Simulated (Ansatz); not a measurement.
Compare A (`[NH2][AlH][CH2]C=[Se]`) with its isomer B (`C=[N][Al]([CH3])[SeH]`).

Isolated molecules relaxed with PBE0-D4/def2-TZVP in Ansatz; ΔE leaves out vibrations. CCSD(T)/CBS adds triple-zeta CCSD(T) − MP2 to the extrapolated MP2 energy (def2 sets, frozen cores). DFT in def2-TZVPP. B3LYP here is the variant with VWN-RPA as its local correlation; programs differ in this. For Se outer-core shells are correlated without core-valence functions, which leaves a few kJ/mol of doubt a bond. Scalar relativity is left out up to krypton. One conformer a species, not always the lowest.

A:

```xyz
11

N     0.951   -1.583    0.572
Al   -0.665   -1.027    0.174
C    -0.926    0.896   -0.301
C     0.379    1.453   -0.560
Se    1.496    2.157    0.625
H     1.195   -2.520    0.847
H     1.752   -0.972    0.631
H    -1.898   -2.015    0.172
H    -1.405    1.309    0.592
H    -1.603    0.922   -1.160
H     0.725    1.381   -1.592
```

B:

```xyz
11

C     1.983   -0.974    1.001
N     0.902   -0.521    0.589
Al   -0.618    0.117    0.009
C    -0.743    1.110   -1.654
Se   -2.499   -0.277    1.319
H     2.655   -0.400    1.659
H     2.343   -1.982    0.737
H    -1.127    2.119   -1.480
H     0.232    1.199   -2.139
H    -1.426    0.622   -2.353
H    -1.703   -1.012    2.311
```

**Question.** Which isomer does CCSD(T)/CBS put lower? Give the gap. (Best estimate.)

**Answer.** Computed: B, by 95.9 kJ/mol.

**Question.** Give E(B) − E(A) in kJ/mol with MP2/def2-TZVPP, B3LYP, r2SCAN-D4, CCSD/def2-TZVPP, B3LYP-D4, HF/def2-TZVPP, PBE0-D4. (Best estimate.)

**Answer.** The calculation gave: MP2/def2-TZVPP -93.4, B3LYP -105.0, r2SCAN-D4 -97.1, CCSD/def2-TZVPP -107.6, B3LYP-D4 -98.8, HF/def2-TZVPP -130.9, PBE0-D4 -98.0. None reverses the order clearly.

Largest T1 diagnostic: 0.017.

In def2-TZVPP, CCSD(T) changes the Hartree–Fock value by +30.7 kJ/mol (the triples alone add +7.3 kJ/mol) and MP2 by +37.5 kJ/mol. The D4 term adds +6.2 kJ/mol with B3LYP and +3.0 kJ/mol with PBE0; it sums over pairs of atoms, weighted by their polarisabilities, and B3LYP, whose exchange is more repulsive, gets the larger term.
